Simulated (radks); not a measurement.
Spherical jellium clusters: N electrons in a uniform positive sphere of charge N and radius rs N^(1/3), rs = 2.96 bohr. Calculated with a radial shooting solver with Libxc functionals: non-relativistic Kohn-Sham, LDA (Slater exchange, Perdew-Wang correlation), spin-polarised, spherical densities. Levels are named by radial order and angular momentum (1s, 1p, 1d, 2s, ...), and open shells are averaged over m. Each electron was tried in the lowest free levels, single moves between levels near the top were tried too, and the lowest total energy was kept; such a search can miss a lower state. Energies include the self-energy of the background; IP and EA are vertical (highest electron removed, lowest free level filled), at fixed background; spill-out counts the electrons outside the background radius R, and alpha is the static dipole polarisability from linear response (closed shells only). A dash means not computed or, for alpha, an open shell; in EA it means that no bound solution was reached, which is typical of self-interaction and does not show that the anion is unstable. Real open-shell clusters deform, which this model forbids.

| N | open shells | 2S | E/N (eV) | E(N+1) + E(N-1) - 2E(N) (eV) | IP (eV) | EA (eV) | spill-out (e) | alpha/R^3 |
|---|---|---|---|---|---|---|---|---|
| 1 | 1s(up 1, down 0) | 1 | -0.819 | - | - | - | 0.49 | - |
| 2 | none | 0 | -1.477 | 1.764 | 6.606 | - | 0.69 | 1.949 |
| 3 | 1p(up 1, down 0) | 1 | -1.108 | -0.857 | 4.333 | - | 1.06 | - |
| 4 | 1p(up 2, down 0) | 2 | -1.138 | -0.694 | 5.176 | - | 1.29 | - |
| 5 | 1p(up 3, down 0) | 3 | -1.295 | 0.335 | 5.682 | - | 1.45 | - |
| 6 | 1p(up 3, down 1) | 2 | -1.343 | -0.563 | 5.158 | - | 1.62 | - |
| 7 | 1p(up 3, down 2) | 1 | -1.459 | -0.423 | 5.613 | 1.937 | 1.75 | - |
| 8 | none | 0 | -1.598 | 2.012 | 5.920 | - | 1.87 | 1.634 |
| 9 | 1d(up 1, down 0) | 1 | -1.483 | -0.384 | 3.802 | - | 2.09 | - |
| 10 | 1d(up 2, down 0) | 2 | -1.429 | -0.346 | 4.203 | - | 2.28 | - |
| 11 | 1d(up 3, down 0) | 3 | -1.416 | -0.307 | 4.520 | - | 2.43 | - |
| 12 | 1d(up 4, down 0) | 4 | -1.432 | -0.271 | 4.779 | 1.597 | 2.56 | - |
| 13 | 1d(up 5, down 0) | 5 | -1.465 | 0.425 | 4.994 | - | 2.67 | - |
| 14 | 1d(up 5, down 0) 2s(up 1, down 0) | 6 | -1.464 | -0.259 | 4.511 | 1.494 | 2.95 | - |
| 15 | 1d(up 5, down 2) | 3 | -1.480 | -0.253 | 4.747 | 1.750 | 2.91 | - |
| 16 | 1d(up 5, down 3) | 2 | -1.510 | -0.214 | 4.952 | 1.969 | 3.02 | - |
| 17 | 1d(up 5, down 4) | 1 | -1.549 | -0.189 | 5.125 | 2.161 | 3.11 | - |
| 18 | none | 0 | -1.594 | 0.257 | 5.273 | 1.978 | 3.20 | 1.482 |
| 19 | 2s(up 1, down 0) | 1 | -1.621 | 0.215 | 4.976 | 1.865 | 3.40 | - |
| 20 | none | 0 | -1.634 | 1.018 | 4.776 | - | 3.63 | 1.531 |
| 21 | 1f(up 1, down 0) | 1 | -1.598 | -0.197 | 3.796 | - | 3.76 | - |
| 22 | 1f(up 2, down 0) | 2 | -1.573 | -0.183 | 3.977 | - | 3.87 | - |
| 23 | 1f(up 3, down 0) | 3 | -1.559 | -0.170 | 4.138 | 1.459 | 3.97 | - |
| 24 | 1f(up 4, down 0) | 4 | -1.554 | -0.158 | 4.282 | 1.617 | 4.07 | - |
| 25 | 1f(up 5, down 0) | 5 | -1.554 | -0.147 | 4.413 | 1.762 | 4.16 | - |
| 26 | 1f(up 6, down 0) | 6 | -1.561 | -0.136 | 4.531 | 1.895 | 4.24 | - |
| 27 | 1f(up 7, down 0) | 7 | -1.572 | 0.398 | 4.639 | 1.509 | 4.32 | - |
| 28 | 1f(up 7, down 1) | 6 | -1.568 | -0.148 | 4.213 | 1.664 | 4.41 | - |
| 29 | 1f(up 7, down 2) | 5 | -1.570 | -0.138 | 4.344 | 1.807 | 4.49 | - |
| 30 | 1f(up 7, down 3) | 4 | -1.575 | -0.128 | 4.463 | 1.938 | 4.57 | - |
| 31 | 1f(up 7, down 4) | 3 | -1.585 | -0.119 | 4.571 | 2.059 | 4.65 | - |
| 32 | 1f(up 7, down 5) | 2 | -1.598 | -0.111 | 4.670 | 2.171 | 4.73 | - |
| 33 | 1f(up 7, down 6) | 1 | -1.613 | -0.104 | 4.761 | 2.275 | 4.80 | - |
| 34 | none | 0 | -1.631 | 0.484 | 4.845 | 1.851 | 4.87 | 1.378 |
| 35 | 2p(up 1, down 0) | 1 | -1.634 | - | 4.341 | 1.967 | 5.06 | - |

All shells are closed at N = 2, 8, 18, 20, 34 (there: 1s2 1p6 1d10 2s2 1f14); the second difference of the energy has clear peaks (12 % above both neighbours; the first and last values, which can be the largest, are not judged, and half-filled shells can peak too) at N = 5, 8, 13, 18, 20, 27.
